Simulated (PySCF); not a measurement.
Cl2HOSi, H3O3Si, F2HOSi, AlH5NOSi (calculated)

Computed with PySCF 2.14.0. Calculation on a computer-drawn molecule: the log of a Hartree-Fock and frozen-core CCSD(T) single point meant for a local Hartree-Fock minimum, with one planted fault or none, to be diagnosed. Offsets are logged minus clean, where the clean run is the same molecule without the fault. The reference is restricted for singlets and unrestricted otherwise, and also for a bond in bohr or an excited solution. Adding or removing an electron swaps singlet and doublet. The excited solution moves the top pair (singlet) or top alpha electron (doublet) to the lowest empty orbital. Highest occupied and lowest empty are orbital energies over both spins, largest force is the largest gradient component, triples share is (T) over the correlation energy, the T1 limit is 0.02 restricted and 0.045 unrestricted, electrons count all cores, a negative frequency is imaginary (commonest isotopes), and the dipole is about the centre of nuclear charge.

Common to all runs: meant multiplicity 1; logged SCF converged yes; logged CC converged yes; logged SCF stable within its kind yes; possible faults no fault, one electron removed, one electron added, multiplicity raised by two, geometry at a saddle point, SCF held on an excited solution, minimal basis STO-3G, one bond length entered in bohr, all coordinates scaled.

(1) Cl2HOSi

Logged structure:
```xyz
5
Cl2HOSi
O      0.5297     2.4903    -0.3731
Si     0.7066     1.4989    -1.5593
Cl     2.0928     1.9151    -2.8532
Cl    -0.4045    -0.0897    -1.7494
H     -0.0753     2.4854     0.3643
```

```
meant charge                         : 1
meant basis                          : cc-pV(D+d)Z
logged electrons                     : 55
logged basis functions               : 88
logged spin squared                  : 0.761
logged highest occupied              : -24.664 eV
logged lowest empty                  : -16.331 eV
logged largest force                 : 0.10246 hartree/bohr
logged T1 diagnostic                 : 0.063312
logged D1 diagnostic                 : 0.41788
logged triples share                 : 0.034067
logged dipole magnitude              : 5.7107 debye
logged energy HF                     : -1282.58833 hartree
logged energy CCSD(T)                : -1283.16425 hartree
planted fault                        : one electron removed
HF energy offset from clean run      : 410.4 kcal/mol
CCSD(T) energy offset from clean run : 414.9 kcal/mol
```

Drawn bonds:
| atom | other atom | order |
| --- | --- | --- |
| 1 | 2 | 1 |
| 2 | 3 | 1 |
| 2 | 4 | 1 |
| 1 | 5 | 1 |

Notes: T1 above single-reference limit.

(2) H3O3Si

Logged structure:
```xyz
7
H3O3Si
O     -1.2199    -0.8118     0.8908
Si     0.0161    -1.4015     0.1544
O      1.2435    -1.8974     0.9701
O      0.0251    -1.4950    -1.3977
H     -2.0332    -0.4727     0.5282
H      1.3790    -1.9026     1.9132
H      0.7032    -1.8288    -1.9778
```

```
meant charge                         : 1
meant basis                          : cc-pV(D+d)Z
logged electrons                     : 40
logged basis functions               : 80
logged spin squared                  : 0
logged highest occupied              : -21.075 eV
logged lowest empty                  : -2.8711 eV
logged largest force                 : 2.465e-05 hartree/bohr
logged lowest frequency              : 324.56 cm⁻¹
logged T1 diagnostic                 : 0.013523
logged D1 diagnostic                 : 0.047076
logged triples share                 : 0.02111
logged dipole magnitude              : 0.0009607 debye
logged energy HF                     : -515.15859 hartree
logged energy CCSD(T)                : -515.82233 hartree
planted fault                        : no fault
HF energy offset from clean run      : 0 kcal/mol
CCSD(T) energy offset from clean run : 0 kcal/mol
```

Drawn bonds:
| atom | other atom | order |
| --- | --- | --- |
| 1 | 2 | 1 |
| 2 | 3 | 1 |
| 2 | 4 | 1 |
| 1 | 5 | 1 |
| 3 | 6 | 1 |
| 4 | 7 | 1 |

(3) F2HOSi

Logged structure:
```xyz
5
F2HOSi
O     -0.9227    -0.6030     1.2781
Si     0.0038     0.0013    -0.0329
F      0.4102     1.4883     0.6486
F     -1.2729     0.6292    -0.9367
H     -1.5449     0.0354     1.5927
```

```
meant charge                         : -1
meant basis                          : aug-cc-pV(D+d)Z
logged electrons                     : 42
logged basis functions               : 110
logged spin squared                  : 0
logged highest occupied              : -3.0745 eV
logged lowest empty                  : 4.4386 eV
logged largest force                 : 2.048e-05 hartree/bohr
logged lowest frequency              : 182.19 cm⁻¹
logged T1 diagnostic                 : 0.016578
logged D1 diagnostic                 : 0.038876
logged triples share                 : 0.026546
logged dipole magnitude              : 2.6495 debye
logged energy HF                     : -563.47709 hartree
logged energy CCSD(T)                : -564.23347 hartree
planted fault                        : no fault
HF energy offset from clean run      : 0 kcal/mol
CCSD(T) energy offset from clean run : 0 kcal/mol
```

Drawn bonds:
| atom | other atom | order |
| --- | --- | --- |
| 1 | 2 | 1 |
| 2 | 3 | 1 |
| 2 | 4 | 1 |
| 1 | 5 | 1 |

(4) AlH5NOSi

Logged structure:
```xyz
9
AlH5NOSi
O      0.8165     1.5740     0.5587
Si     1.2877     0.0789     0.6960
N      0.1518    -1.0716     0.8610
Al    -1.7339    -1.0191     0.9315
H      1.3366     2.3624     0.4555
H      2.7105    -0.2222     0.6712
H      0.5331    -2.0061     0.9424
H     -2.3563    -2.4352     1.1003
H     -2.3181     0.4182     0.8093
```

```
meant charge                         : 1
meant basis                          : cc-pV(D+d)Z
logged electrons                     : 46
logged basis functions               : 99
logged spin squared                  : 2.0063
logged highest occupied              : -9.6641 eV
logged lowest empty                  : -7.3594 eV
logged largest force                 : 0.071067 hartree/bohr
logged T1 diagnostic                 : 0.064273
logged D1 diagnostic                 : 0.39777
logged triples share                 : 0.030239
logged dipole magnitude              : 3.6837 debye
logged energy HF                     : -662.72166 hartree
logged energy CCSD(T)                : -663.27246 hartree
planted fault                        : multiplicity raised by two
HF energy offset from clean run      : 135.9 kcal/mol
CCSD(T) energy offset from clean run : 134.1 kcal/mol
```

Drawn bonds:
| atom | other atom | order |
| --- | --- | --- |
| 1 | 2 | 1 |
| 2 | 3 | 1 |
| 3 | 4 | 1 |
| 1 | 5 | 1 |
| 2 | 6 | 1 |
| 3 | 7 | 1 |
| 4 | 8 | 1 |
| 4 | 9 | 1 |

Notes: T1 above single-reference limit.
